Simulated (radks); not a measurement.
Results of a calculation; reference values are marked as such.
Task: The bismuth ion Bi2+, configuration [Hg] 6p1 (the NIST ground configuration). Level of theory: scalar-relativistic Kohn-Sham, r2SCAN, spin-polarised, spherical densities, finite nucleus; open shells are filled with parallel spins first (spin-orbit coupling, left out, can overturn this in heavy ions); meta-GGA in the generalised Kohn-Sham scheme; Fermi nuclear charge, rms radius 5.5211 fm (a radial shooting solver on a logarithmic mesh with Libxc functionals). Some entries of the table are withheld. Estimate them.

orbital,occ.,eigenvalue (eV),<1/r> (bohr^-1),r(max) (bohr)
1s up,1,-90745.46,103.2,0.009660
1s down,1,-90745.44,103.2,0.009660
2s down,1,-16350.37,24.27,0.05618
2s up,1,-16350.37,24.27,0.05618
2p up,3,-13990.37,21.22,0.04691
2p down,3,-13990.36,21.22,0.04691
3s up,1,-3972.456,9.004,0.1583
3s down,1,-3972.448,9.004,0.1583
3p up,3,-3295.340,8.118,0.1587
3p down,3,-3295.329,8.118,0.1587
3d up,5,-2612.806,7.601,0.1296
3d down,5,-2612.795,7.601,0.1296
4s up,1,-932.6792,3.875,0.3558
4s down,1,-932.6575,3.875,0.3558
4p up,3,-709.8868,3.482,0.3757
4p down,3,-709.8647,3.482,0.3757
4d up,5,-453.6161,3.131,0.3814
4d down,5,-453.5905,3.131,0.3814
5s up,1,-178.3545,1.636,0.7718
5s down,1,-178.2840,1.636,0.7718
4f up,7,-171.9745,2.744,0.3430
4f down,7,-171.9442,2.744,0.3430
5p up,3,-115.8731,1.405,0.8603
5p down,3,-115.8325,1.405,0.8605
5d up,5,-45.3916,1.068,1.031
5d down,5,-45.2572,1.073,1.030
6s up,1,(1),0.6146,1.850
6s down,1,(2),0.6270,1.828
6p up,1,(3),0.4852,2.280
6p down,0,(4),0.4944,2.254

Result: 
(1) 6s up eigenvalue (eV): -31.5775
(2) 6s down eigenvalue (eV): -30.4557
(3) 6p up eigenvalue (eV): -19.7028
(4) 6p down eigenvalue (eV): -18.1552
